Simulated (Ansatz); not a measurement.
`[AlH2][SeH]` + `C1N[SiH2]1` → `[AlH2][N]1C[SiH2]1` + H₂Se at 600 K and 1 bar (ligand exchange at the Al–Se bond).

Program: Ansatz. Geometries: PBE0-D4/def2-TZVP. ΔE: electronic, gas phase. CBS: MP2 limit from def2 TZ/QZ plus the TZ coupled-cluster correction, frozen cores. For Se outer-core shells are correlated without core-valence functions, which leaves a few kJ/mol of doubt a bond. Scalar relativity is left out up to krypton.

```
             species  CCSD(T)/CBS energy (Eh)  H − E (kJ/mol)  S (J/(mol·K))
       `[AlH2][SeH]`              -2644.54675            92.3          332.5
        `C1N[SiH2]1`               -384.79623           195.0          330.8
`[AlH2][N]1C[SiH2]1`               -627.44019           222.8          415.2
                H₂Se              -2401.89790            57.0          244.8
```

H − E and S are ideal-gas, rigid-rotor, harmonic terms from PBE0-D4/def2-TZVP, for one conformer and one mirror image of each species. 1 Eh = 2625.50 kJ/mol, R = 8.31446 J/(mol·K).

**Question.** By hand: ΔE, ΔH, ΔS and ΔG.

**Answer.** ΔE = (-627.44019) + (-2401.89790) − (-2644.54675) − (-384.79623) = 0.00489 Eh = 12.8 kJ/mol. Δ(H − E) = 222.8 + 57.0 − 92.3 − 195.0 = -7.5, so ΔH = 5.3 kJ/mol. ΔS = 415.2 + 244.8 − 332.5 − 330.8 = -3.3 J/(mol·K). ΔG = 5.3 − 600 × (-3.3)/1000 = 7.3 kJ/mol.

**Question.** By hand: the equilibrium constant, and the temperature at which ΔG would vanish if ΔH and ΔS stayed fixed.

**Answer.** log₁₀ K = −ΔG/(RT ln 10) = -0.6. ΔH and −TΔS have one sign here, so there is no such temperature.

TΔS isn't small against ΔH here. A doubt of 5 kJ/mol in ΔE shifts log₁₀ K by 0.4 here. Other conformers and mirror images would add mixing entropy, several J/(mol·K) or more a flexible species. These are equilibria of isolated gas molecules and say nothing of rates. Largest T1 diagnostic: 0.013 (customary marks: 0.02 for closed shells, 0.045 for open ones).

ΔS is within the doubt of such terms, so its sign, and with it that verdict, could turn.
